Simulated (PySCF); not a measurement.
Vertical excitations of a molecule C4H7ClSi from TDDFT-B3LYP/def2-SVPD in PySCF, as energy in eV (oscillator strength): 5.88 (0.000), 6.15 (0.005), 6.23 (0.001), 6.84 (0.002), 7.10 (0.023), 7.30 (0.054), 7.41 (0.081), 7.53 (0.022), 7.55 (0.007), 7.85 (0.016). Lowest triplet (TDA): 4.89 eV. The structure is a stationary point at B3LYP-D3(BJ)/def2-SVP. Other conformers were not sampled.

Pick the molecule that these values belong to.
A) C#C[Si@@H](Cl)CC
B) CC1=CC[Si@@H]1Cl
C) CC#CC[SiH2]Cl
D) C#C[Si](C)(C)Cl

D, C#C[Si](C)(C)Cl
